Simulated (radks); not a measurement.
Problem. Sr8+, 30 electrons, occupied as [Ar] 3d10 4s2. All-electron calculation, Dirac Kohn-Sham, PBEsol, spin-unpolarised, spherical densities, point nucleus. Program: a radial shooting solver on a logarithmic mesh with Libxc functionals.

Spin-orbit splittings of the eigenvalues, e(l+1/2) - e(l-1/2), with zeta = 2 splitting/(2l+1) and mean radii in bohr:

| shell | occ. | splitting (eV) | zeta (eV) | <r> j=l-1/2 | <r> j=l+1/2 |
|---|---|---|---|---|---|
| 2p | 6 | ? | ? | 0.1474 | 0.1516 |
| 3p | 6 | 10.60 | 7.070 | 0.4887 | 0.4988 |
| 3d | 10 | 1.876 | 0.7502 | 0.4883 | 0.4917 |

Estimate the 2p splitting.

Solution. 68.42 eV (zeta = 45.61 eV).
